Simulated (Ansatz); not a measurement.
C4H8Si, SMILES `CC=C=C[SiH3]`, relaxed with RKS PBE-D4/def2-SVP in Ansatz 0.2.0 from a rough embedded geometry. The force threshold is 0.03 eV/Å; the program also tests the step.

The species carries charge 0 and has multiplicity 1.

Start:

```xyz
13

C    -2.200    0.501    0.184
C    -1.390   -0.681    0.080
C    -0.118   -0.678    0.259
C     1.242   -0.787    0.460
Si    2.313    0.351   -0.497
H    -3.006    0.358    1.014
H    -1.647    1.393    0.495
H    -2.738    0.705   -0.697
H    -1.913   -1.651   -0.184
H     1.617   -1.433    1.154
H     1.894    1.754   -0.364
H     2.300   -0.046   -1.938
H     3.646    0.215    0.034
```

```json
{"step": "1", "energy (eV)": "-12137.9641", "largest force (eV/Å)": "5.175", "largest move (Å)": "0.000"}
{"step": "2", "energy (eV)": "-12138.7194", "largest force (eV/Å)": "1.546", "largest move (Å)": "0.195"}
{"step": "3", "energy (eV)": "-12138.8798", "largest force (eV/Å)": "0.424", "largest move (Å)": "0.198"}
{"step": "4", "energy (eV)": "-12138.9557", "largest force (eV/Å)": "0.250", "largest move (Å)": "0.200"}
{"step": "5", "energy (eV)": "-12138.9639", "largest force (eV/Å)": "0.537", "largest move (Å)": "0.200"}
{"step": "6", "energy (eV)": "-12138.9861", "largest force (eV/Å)": "0.209", "largest move (Å)": "0.084"}
{"step": "7", "energy (eV)": "-12138.9923", "largest force (eV/Å)": "0.065", "largest move (Å)": "0.099"}
{"step": "8 (rejected)", "energy (eV)": "-12138.9917", "largest force (eV/Å)": "0.098", "largest move (Å)": "0.147"}
{"step": "9", "energy (eV)": "-12138.9955", "largest force (eV/Å)": "0.045", "largest move (Å)": "0.072"}
{"step": "10", "energy (eV)": "-12138.9987", "largest force (eV/Å)": "0.079", "largest move (Å)": "0.098"}
{"step": "11 (rejected)", "energy (eV)": "-12138.9985", "largest force (eV/Å)": "0.273", "largest move (Å)": "0.146"}
{"step": "12", "energy (eV)": "-12139.0022", "largest force (eV/Å)": "0.073", "largest move (Å)": "0.073"}
{"step": "13", "energy (eV)": "-12139.0055", "largest force (eV/Å)": "0.102", "largest move (Å)": "0.073"}
{"step": "14", "energy (eV)": "-12139.0085", "largest force (eV/Å)": "0.120", "largest move (Å)": "0.110"}
{"step": "15 (rejected)", "energy (eV)": "-12138.9977", "largest force (eV/Å)": "0.374", "largest move (Å)": "0.168"}
{"step": "16", "energy (eV)": "-12139.0142", "largest force (eV/Å)": "0.034", "largest move (Å)": "0.084"}
{"step": "17", "energy (eV)": "-12139.0168", "largest force (eV/Å)": "0.065", "largest move (Å)": "0.082"}
{"step": "18", "energy (eV)": "-12139.0183", "largest force (eV/Å)": "0.143", "largest move (Å)": "0.123"}
{"step": "19", "energy (eV)": "-12139.0198", "largest force (eV/Å)": "0.099", "largest move (Å)": "0.009"}
{"step": "20", "energy (eV)": "-12139.0213", "largest force (eV/Å)": "0.017", "largest move (Å)": "0.044"}
{"step": "21", "energy (eV)": "-12139.0220", "largest force (eV/Å)": "0.030", "largest move (Å)": "0.066"}
{"step": "22 (rejected)", "energy (eV)": "-12139.0217", "largest force (eV/Å)": "0.058", "largest move (Å)": "0.076"}
{"step": "23", "energy (eV)": "-12139.0224", "largest force (eV/Å)": "0.024", "largest move (Å)": "0.037"}
```

End:

```xyz
13

C    -2.410    0.343    0.186
C    -1.337   -0.706    0.044
C    -0.070   -0.552    0.380
C     1.202   -0.368    0.684
Si    2.442    0.296   -0.565
H    -3.228   -0.012    0.849
H    -2.008    1.284    0.607
H    -2.873    0.573   -0.798
H    -1.641   -1.687   -0.372
H     1.551   -0.611    1.708
H     3.040    1.595   -0.085
H     1.751    0.522   -1.881
H     3.579   -0.677   -0.757
```

Run time 14 s (4 threads of an INTEL XEON PLATINUM 8581C on a shared host); peak host memory 0.17 GiB.
